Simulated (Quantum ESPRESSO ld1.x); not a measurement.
Results of a calculation; reference values are marked as such.
Neutral gallium, 31 electrons, occupied as [Ar] 3d10 4s1 4p2 (not the ground configuration). Level of theory: Dirac Kohn-Sham, BLYP, spin-unpolarised, spherical densities, point nucleus; open shells fill j = l - 1/2 first (ld1.x of Quantum ESPRESSO 7.5).

X-ray form factor f0, the Fourier transform of the density (f0(0) = 31):

sin(theta)/lambda (1/angstrom),f0 (electrons)
0.05,30.257
0.1,28.559
0.15,26.656
0.2,24.824
0.25,23.081
0.3,21.401
0.4,18.224
0.5,15.389
0.6,13.004
0.8,9.640
1,7.733
1.25,6.446
1.5,5.625
2,4.256
